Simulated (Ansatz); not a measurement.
`[SiH3][Si]1(Cl)C=C1` → `Cl[SiH]1C=C1` + `[SiH2]` at 500 K and 1 bar (silylene loss).

Calculated with Ansatz (gas phase, PBE0-D4/def2-TZVP geometries, no zero-point term in ΔE). CCSD(T)/CBS is the MP2 limit (def2-TZVPP, def2-QZVPP) plus CCSD(T) − MP2 in def2-TZVPP, frozen cores. This one scheme is used for every species.

| species | CCSD(T)/CBS energy (Eh) | H − E (kJ/mol) | S (J/(mol·K)) |
| --- | --- | --- | --- |
| `[SiH3][Si]1(Cl)C=C1` | -1117.02783 | 201.4 | 429.6 |
| `Cl[SiH]1C=C1` | -826.74464 | 140.3 | 341.7 |
| `[SiH2]` | -290.19011 | 48.0 | 226.5 |

H − E and S are ideal-gas, rigid-rotor, harmonic terms from PBE0-D4/def2-TZVP. 1 Eh = 2625.50 kJ/mol, R = 8.31446 J/(mol·K).

**Question.** By hand: ΔE, ΔH, ΔS and ΔG.

**Answer.** ΔE = (-826.74464) + (-290.19011) − (-1117.02783) = 0.09308 Eh = 244.4 kJ/mol. Δ(H − E) = 140.3 + 48.0 − 201.4 = -13.1, so ΔH = 231.3 kJ/mol. ΔS = 341.7 + 226.5 − 429.6 = 138.6 J/(mol·K). ΔG = 231.3 − 500 × (138.6)/1000 = 162.0 kJ/mol.

**Question.** By hand: the equilibrium constant, and the temperature at which ΔG would vanish if ΔH and ΔS stayed fixed.

**Answer.** log₁₀ K = −ΔG/(RT ln 10) = -16.9. ΔG = 0 at ΔH/ΔS = 1669 K.

The number of gas molecules changes by +1, which sets the sign of ΔS. A doubt of 5 kJ/mol in ΔE shifts log₁₀ K by 0.5 here. These are equilibria of isolated gas molecules and say nothing of rates. Largest T1 diagnostic: 0.014 (customary marks: 0.02 for closed shells, 0.045 for open ones).
